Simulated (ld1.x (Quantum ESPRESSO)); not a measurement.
# Varying the TM potential for fluorine (F)

Base potential:

ld1.x (Quantum ESPRESSO) 7.5 input, shortened:

```
&input
   title='F', zed=9., rel=0, dft='WC', iswitch=3,
   config='[He] 2s2 2p5 3d-2'
 /
 &inputp
   pseudotype=2, tm=.true., lloc=1,
   nlcc=.true., new_core_ps=.true., rcore=0.55
 /
3
2S  1  0   2.00   0.00  0.85  0.85  0.0
3D  3  2  -2.00   0.35  1.55  1.55  0.0
2P  2  1   5.00   0.00  1.60  1.60  0.0
 &test
   configts(1)='2s2 2p5'
 /
```

Cutoffs, loose and tight: the cutoffs (Ry, on a coarse ladder) from which the occupation-weighted sum of valence levels, in a spherical-Bessel basis at the reference potential, stays within 10 and 1 mRy of its value at 400 Ry. They do not see the model core or the augmentation charge, which bear on the density cutoff. Test errors are all-electron minus pseudo excitation energies from the reference, over the configurations 2s2 2p4; 2s2 2p3; 2s2 2p2; 2s1 2p6; 2s1 2p5; 2s2 2p4.5; 2s2 2p1. A dash means not determined; rows that change the core or the reference have their own tests.

| change | outcome | cutoff, loose | cutoff, tight | bound ghosts | largest test error (meV) |
| --- | --- | --- | --- | --- | --- |
| base | generated | 100 Ry | 200 Ry | none | +3515 |
| core correction Bessel-smoothed model core inside 0.50 bohr | generated | 100 Ry | 200 Ry | none | +3524 |
| wave 3d channel at 0.35 Ry: rc 1.55 bohr becomes 3d channel at 0.35 Ry: rc 2.28 bohr | generated | 100 Ry | 200 Ry | none | +3515 |
| functional PBE | generated | 100 Ry | 200 Ry | none | +3491 |
| scalar-relativistic | generated | 100 Ry | 200 Ry | none | +3517 |

**Question.** What comes out with this change to the base: local potential the s channel?

**Answer.** outcome: generated; cutoff, loose: 100 Ry; cutoff, tight: 200 Ry; bound ghosts: none; largest test error (meV): +3941.

**Question.** What comes out with this change to the base: wave 2s (bound): rc 0.85 bohr becomes 2s (bound): rc 1.10 bohr?

**Answer.** outcome: generated; cutoff, loose: 60 Ry; cutoff, tight: 120 Ry; bound ghosts: none; largest test error (meV): +3759.
